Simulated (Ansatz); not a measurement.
The same path of AlBH6O2 (10 atoms, charge 0, multiplicity 1) was run twice with different band settings. Lost on the way: H4–Al7, O6–H10. Made: O2–H10.

The calculation used Ansatz 0.2.0, RKS B3LYP-D4/6-31G*.

Relaxed end points:

```xyz
10
Properties=species:S:1:pos:R:3
B -0.193 0.448 0.614
O -0.507 -0.737 1.293
H -0.692 -1.459 0.680
H 1.170 0.691 0.662
H -0.457 0.590 -0.549
O -0.655 1.641 1.483
Al 1.164 2.009 1.785
H 1.601 1.509 3.220
H 1.654 3.323 1.059
H -1.181 1.279 2.217
```

```xyz
10
Properties=species:S:1:pos:R:3
B 0.154 0.474 0.276
O -0.836 -0.888 1.156
H -1.735 -0.523 1.214
H 1.047 -0.215 -0.144
H -0.721 0.819 -0.483
O 0.429 1.302 1.364
Al 1.144 2.647 2.104
H 0.939 2.761 3.672
H 1.952 3.711 1.252
H -0.471 -0.794 2.054
```

Common settings: movable images 5; climbing image yes; spring 5.0 eV/Å²; optimiser quadratic models (default); force threshold 0.05 eV/Å; iteration limit 60; end points relaxed.

| run | start path |
| --- | --- |
| 1 | through a guess of the saddle point |
| 2 | straight line |

(1) What does each run give, and how far can it be trusted?

Answers

(1) Run 1: converged after 44 iterations, highest image 1.195 eV above the first end. A vibrational analysis at the climbing image gives one clearly imaginary mode, 1263i cm⁻¹: a first-order saddle point.
Run 2: converged after 28 iterations, highest image 1.092 eV above the first end. The order of the stationary point at the top wasn't checked.
The orbitals stay closed-shell, which can raise the energy where a bond breaks towards radicals; this wasn't checked here.
